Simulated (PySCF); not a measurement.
## CsC: script and output

The script input.py:

```python
from pyscf import gto, dft

mol = gto.M(
    atom='Cs 0 0 0; C 0 0 2.915',
    basis='lanl2dz',
    ecp={'Cs': 'lanl2dz'},
    charge=0,
    spin=3,
    verbose=4,
)
mf = dft.UKS(mol, xc='b3lyp5')
mf = mf.density_fit()
mf.kernel()
mf.mulliken_pop()
mf.dip_moment()
print('orbital energies (hartree):', [e[max(0, n-3):n+3].round(4) for e, n in zip(mf.mo_energy, mol.nelec)])
```

```bash
$ OMP_NUM_THREADS=1 python input.py
```

Output (some set-up lines and the per-cycle HOMO/LUMO lines with their warnings removed):

```
PySCF version 2.14.0

[INPUT] verbose = 4
[INPUT] num. atoms = 2
[INPUT] num. electrons = 15
[INPUT] charge = 0
[INPUT] spin (= nelec alpha-beta = 2S) = 3
[INPUT] symmetry False subgroup None
[INPUT] Mole.unit = angstrom
[INPUT] Symbol           X                Y                Z      unit          X                Y                Z       unit  Magmom
[INPUT]  1 Cs     0.000000000000   0.000000000000   0.000000000000 AA    0.000000000000   0.000000000000   0.000000000000 Bohr   0.0
[INPUT]  2 C      0.000000000000   0.000000000000   2.915000000000 AA    0.000000000000   0.000000000000   5.508551653107 Bohr   0.0

nuclear repulsion = 9.80293975632247
number of shells = 10
number of NR pGTOs = 48
number of NR cGTOs = 21
basis = lanl2dz
ecp = {'Cs': 'lanl2dz'}

******** <class 'pyscf.df.df_jk.DFUKS'> ********
method = DFUKS
initial guess = minao
damping factor = 0
level_shift factor = 0
DIIS = <class 'pyscf.scf.diis.CDIIS'>
diis_start_cycle = 1
diis_space = 8
diis_damp = 0
SCF conv_tol = 1e-09
SCF conv_tol_grad = None
SCF max_cycles = 50
direct_scf = False
number electrons alpha = 9  beta = 6
XC library pyscf.dft.libxc version 7.0.0
    S. Lehtola, C. Steigemann, M. J.T. Oliveira, and M. A.L. Marques.,  SoftwareX 7, 1–5 (2018)
XC functionals = b3lyp5
    P. A. M. Dirac.,  Math. Proc. Cambridge Philos. Soc. 26, 376 (1930)
    F. Bloch.,  Z. Phys. 57, 545 (1929)
    A. D. Becke.,  Phys. Rev. A 38, 3098 (1988)
    C. Lee, W. Yang, and R. G. Parr.,  Phys. Rev. B 37, 785 (1988)
    B. Miehlich, A. Savin, H. Stoll, and H. Preuss.,  Chem. Phys. Lett. 157, 200 (1989)
    S. H. Vosko, L. Wilk, and M. Nusair.,  Can. J. Phys. 58, 1200 (1980)
radial grids:
    Treutler-Ahlrichs [JCP 102, 346 (1995); DOI:10.1063/1.469408] (M4) radial grids

becke partition: Becke, JCP 88, 2547 (1988); DOI:10.1063/1.454033
pruning grids: <function nwchem_prune>
grids dens level: 3
symmetrized grids: False
atomic radii adjust function: <function treutler_atomic_radii_adjust>
small_rho_cutoff = 0
Set gradient conv threshold to 3.16228e-05
tot grids = 37832
******** <class 'pyscf.df.df.DF'> ********
auxbasis = None
ETB for C: l = 0, exps = 0.3066 * 2^n , n = 0..14
ETB for C: l = 1, exps = 0.26509002244520635 * 2^n , n = 0..11
ETB for C: l = 2, exps = 0.2292 * 2^n , n = 0..7
ETB for Cs: l = 0, exps = 0.0302 * 2^n , n = 0..5
ETB for Cs: l = 1, exps = 0.026125083731923234 * 2^n , n = 0..6
ETB for Cs: l = 2, exps = 0.0226 * 2^n , n = 0..7

WARN: Even tempered Gaussians are generated as DF auxbasis for  C Cs

init E= -57.8337277302684

cycle= 1 E= -57.6976819876689  delta_E= 0.136  |g|= 0.168  |ddm|= 1.23

cycle= 2 E= -57.4411391503833  delta_E= 0.257  |g|= 0.452  |ddm|= 1.18
cycle= 3 E= -57.731465966852  delta_E= -0.29  |g|= 0.0557  |ddm|= 1.02
cycle= 4 E= -57.7356909014736  delta_E= -0.00422  |g|= 0.00478  |ddm|= 0.134
cycle= 5 E= -57.7357683935345  delta_E= -7.75e-05  |g|= 0.00693  |ddm|= 0.0473
cycle= 6 E= -57.7358230677594  delta_E= -5.47e-05  |g|= 0.00174  |ddm|= 0.0104
cycle= 7 E= -57.7358275925695  delta_E= -4.52e-06  |g|= 0.000249  |ddm|= 0.00498
cycle= 8 E= -57.7358276601854  delta_E= -6.76e-08  |g|= 1.44e-05  |ddm|= 0.000513
cycle= 9 E= -57.7358276605596  delta_E= -3.74e-10  |g|= 8.74e-06  |ddm|= 7.33e-05
Extra cycle  E= -57.7358276603083  delta_E= 2.51e-10  |g|= 1.72e-05  |ddm|= 5.28e-05
converged SCF energy = -57.7358276603083  <S^2> = 3.7528321  2S+1 = 4.0014158
 ** Mulliken pop       alpha | beta **
pop of  0 Cs 5s        0.99695 | 0.99758
pop of  0 Cs 6s        0.11554 | 0.01849
pop of  0 Cs 7s        0.05852 | 0.00681
pop of  0 Cs 5px       0.99710 | 0.99644
pop of  0 Cs 5py       0.99710 | 0.99644
pop of  0 Cs 5pz       0.99834 | 0.99971
pop of  0 Cs 6px       0.03274 | 0.00518
pop of  0 Cs 6py       0.03274 | 0.00518
pop of  0 Cs 6pz       0.02502 | 0.01622
pop of  0 Cs 7px       0.00059 | -0.00126
pop of  0 Cs 7py       0.00059 | -0.00126
pop of  0 Cs 7pz       0.00772 | 0.00104
[9 lines left out]
In total             9.00000 | 6.00000
 ** Mulliken atomic charges   ( Nelec_alpha | Nelec_beta ) **
charge of  0Cs =      0.69645  (     4.26296      4.04059 )
charge of  1C =     -0.69645  (     4.73704      1.95941 )
Dipole moment(X, Y, Z, Debye): -0.00000,  0.00000, -9.57790
orbital energies (hartree): [array([-0.1204, -0.1204, -0.1147, -0.0571, -0.0073, -0.0073]), array([-0.5368, -0.5323, -0.3106, -0.0617, -0.0114, -0.0114])]
```

In short: E(SCF) = -57.735828 Eh, 9 cycles, ⟨S²⟩ = 3.753, μz(SCF) = -9.58 D.

Hardware: Arm Neoverse V1, 1 thread, shared host. Wall time 1.5 s, peak memory 0.15 GiB.

The bond length is a typed value, not an optimised one. No search for the lowest solution was made.
